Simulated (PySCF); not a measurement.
# RhCl2: one-bond stretch

Computed with UPBE/[Rh def2-SVP with ECP28, Cl def2-SVP], scalar-relativistic core potentials, density fitting, no spin–orbit coupling, PySCF.

Rigid scan from the quartet minimum (Rh–Cl 2.231 Å (×2); Cl–Rh–Cl 180.0°). Coordinate: the bond from Rh to the last atom (Cl) scaled, the rest fixed. Energies in kJ/mol from the minimum.

Task: Predict the curve at 0.92, 0.96, 1.00, 1.05, 1.12, 1.20, 1.35, 1.55, 1.80.

Result: 
```tsv
scale of one bond	E (kJ/mol)	dipole size (D)	⟨S²⟩
0.92	27.5	0.83	3.75
0.96	6.0	0.40	3.75
1.00	0.0	0.00	3.75
1.05	7.2	0.46	3.75
1.12	33.8	1.02	3.75
1.20	74.9	1.54	3.75
1.35	153.7	2.19	3.75
1.55	232.2	–	3.75
1.80	285.5	–	3.75
```

With open d or f shells other occupations or spin states may lie lower.

Other isomers or separated fragments may lie lower.

The scan took 110 s on 2 threads of a shared AMD EPYC 9R45 96-Core (Zen 5) host; the process peaked at 0.64 GiB.
